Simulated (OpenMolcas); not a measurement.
# Levels of Si3+ by method

```yaml
Program: OpenMolcas 26.06
Basis: ANO-RCC-VDZP [4s3p1d]
Scalar_Hamiltonian: DKH2, point nucleus
Active_space: 1 electron in 4 orbitals (3s 3p)
State_averaging: 2S+1 = 2 even, 1 root; 2S+1 = 2 odd, 3 roots
Spin-orbit_coupling: RASSI with atomic mean-field integrals over the reference wave functions, term energies averaged over their components
```

Methods on the same reference wave functions:
A. CASSCF
B. SS-CASPT2, IPEA 0.25 Eh, imaginary shift 0.1 Eh (closed shells correlated: 2s 2p)

Energies in cm-1 above 3s 2S 1/2, the measured ground level; measured values from NIST levels in Kelleher and Podobedova, J. Phys. Chem. Ref. Data 37, 1285 (2008).

```
     Level      A      B  Measured
 3s 2S 1/2    0.0    0.0       0.0
3p 2P* 1/2  70124  70234     71288
3p 2P* 3/2  70467  70577     71749
```

Deviations, from unrounded energies. A percentage is the sum of absolute deviations over the sum of measured energies, with the sign that they share, or ± where signs differ.

```json
{"Against measurement": "mean absolute deviation (cm-1)", "Levels": "2", "A": "1200", "B": "1100"}
{"Against measurement": "other configurations (%)", "Levels": "2", "A": "-1.7", "B": "-1.6"}
```

B lies closest to measurement on these levels. The largest miss of B in the table is 3p 2P* 3/2, by -1200 cm-1. The ranking rests on the paired levels alone, and a cruder setting can come out closer through cancelling errors.

The lowest spin-free term lies below A's lowest term by 0.005 hartree in B.

The basis is small and was not contracted for so high a charge. With one active electron the reference holds no correlation, so core polarisation is missing (holds for A). With one active electron, CASPT2 adds the correlation within the correlated inactive shells and between them and that electron, and leaves the splitting within a term as the reference gives it (holds for B). Measured partners are found by configuration, term and J. A level has none where our copy of the source lacks it or the pairing is in doubt (some pairs that miss far off the trend of their configuration count as doubtful), and it then counts in no deviation. Only configurations of the active space appear.

* marks odd parity.
